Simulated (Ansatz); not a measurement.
Breaking the Ga1–H6 bond in GaGeH5 (SMILES [GaH2][GeH3]) (multiplicity 1 held, fragments rigid). Energies count from the point at 1.575 Å.
Geometry at that point (charge 0, multiplicity 1):
```xyz
7

Ga    -1.23044    -0.07769    -0.29200
Ge     1.15730     0.07023     0.27369
H      1.98202    -1.14288    -0.19966
H      1.78713     1.32897    -0.36154
H      1.35930     0.19977     1.79857
H     -2.21720     1.04515     0.20263
H     -1.80127    -1.26983    -1.14606
```

Signs of static correlation in cc-pVDZ, with CASSCF(2,2), from Ansatz (a quantum-chemistry and plane-wave program) runs.

| R (Å) | T1 of restricted CCSD | ⟨S²⟩ of UHF | largest double amplitude of restricted CCSD | weight of the CASSCF reference in MRCISD | CASSCF natural occupations |
|---|---|---|---|---|---|
| 1.260 | 0.011 | 0.000 | 0.031 | 0.904 | 1.99 0.01 |
| 1.417 | 0.011 | 0.000 | 0.031 | 0.904 | 1.98 0.02 |
| 1.575 | 0.011 | 0.000 | 0.041 | 0.903 | 1.98 0.02 |
| 1.732 | 0.012 | 0.000 | 0.045 | 0.903 | 1.97 0.03 |
| 1.889 | 0.012 | 0.000 | 0.052 | 0.903 | 1.96 0.04 |
| 2.126 | 0.014 | 0.000 | 0.102 | 0.903 | 1.93 0.07 |
| 2.362 | 0.018 | 0.238 | 0.164 | 0.903 | 1.89 0.11 |
| 2.755 | 0.029 | 0.706 | ___ | 0.903 | 1.78 0.22 |
| 3.149 | ___ | 0.889 | 0.407 | 0.903 | 1.61 0.39 |
| 3.621 | 0.068 | 0.969 | 0.587 | 0.902 | 1.40 0.60 |
| 4.251 | 0.091 | 0.998 | 0.797 | 0.902 | 1.20 0.80 |
| 5.038 | 0.104 | 1.006 | 0.950 | 0.902 | 1.07 0.93 |

### Question
Complete the blanks.

### Answer

- 2.755, largest double amplitude of restricted CCSD: 0.275
- 3.149, T1 of restricted CCSD: 0.045

Doubts at one or more of the structures used: a restricted determinant that unrestricted orbitals would lower (R-CCSD(T)/cc-pVDZ); other coupled-cluster roots lie near (R-CCSD(T)/cc-pVDZ); T1 above 0.05 (R-CCSD(T)/cc-pVDZ, U-CCSD(T)/cc-pVDZ); a spin-contaminated determinant (U-CCSD(T)/cc-pVDZ).
